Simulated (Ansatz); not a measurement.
Abridged output of a molecular run in Ansatz:

```
Functional definition: HF
1601 factors; integrals over basis functions are off by at most 1.0e-3 eV
mean field evaluation 1: about -12213.2399 eV, gradient 7.2e1 eV
mean field evaluation 2: about -12213.4383 eV, gradient 7.2e1 eV
mean field evaluation 4: about -12222.9236 eV, gradient 9.1e0 eV
mean field evaluation 8: about -12223.1335 eV, gradient 8.4e-1 eV
mean field -12223.13549236 eV, -449.1919442054 hartree, gradient 6.1e-6 eV, S^2 0.000000; 0 other end points of the search recorded, 0 dependent functions left out
5 core orbitals not correlated: weight in the atoms' cores, before any rotation towards them, 1.000 or more for the frozen orbitals, at most 0.000 for the correlated occupied ones
reference -12223.13549236 eV, -449.1919442054 hartree; 23, 23 occupied and 225, 225 virtual orbitals, 1601 factors
second order -41.94783262 eV of doubles, -0.00000000 eV of singles
cycle   1  -39.92369757 eV  change     2.0e0 eV  update   2.2e-1
cycle   2  -41.14022782 eV  change    -1.2e0 eV  update   1.1e-1
cycle   3  -41.44374806 eV  change   -3.0e-1 eV  update   3.3e-2
cycle   4  -41.44339790 eV  change    3.5e-4 eV  update   1.2e-2
cycle   5  -41.42576041 eV  change    1.8e-2 eV  update   3.5e-3
cycle   6  -41.42624857 eV  change   -4.9e-4 eV  update   1.5e-3
cycle   7  -41.42708222 eV  change   -8.3e-4 eV  update   7.2e-4
cycle   8  -41.42661292 eV  change    4.7e-4 eV  update   3.0e-4
cycle   9  -41.42661089 eV  change    2.0e-6 eV  update   1.3e-4
cycle  10  -41.42679140 eV  change   -1.8e-4 eV  update   5.4e-5
cycle  11  -41.42665756 eV  change    1.3e-4 eV  update   2.2e-5
cycle  12  -41.42665823 eV  change   -6.7e-7 eV  update   9.6e-6
perturbative correction -1.73388989 eV, -0.0637192782 hartree
Total energy: -12266.29604048 eV, -450.7780650936 hartree
```

Its atoms:

Cartesian coordinates in Å:
```
C -1.1371 0.6843 -0.9426
N -0.1463 0.0879 -0.1205
Ta 1.0778 -0.6487 0.8936
F 1.2265 -2.4549 0.3915
F 0.5155 -0.4848 2.6806
F 2.6918 0.2717 0.6029
H -1.9580 1.0824 -0.3375
H -1.5551 -0.0467 -1.6421
H -0.7151 1.5089 -1.5259
```

Which basis set was used?
A. def2-SVP
B. def2-TZVPPD
C. def2-TZVPP
D. cc-pV(D+d)Z

C. It gives 253 functions.

Write the keys of the input that set method, charge and spin (a neutral closed shell needs none for the last two).


```yaml
correlation: {method: ccsd_t}
```
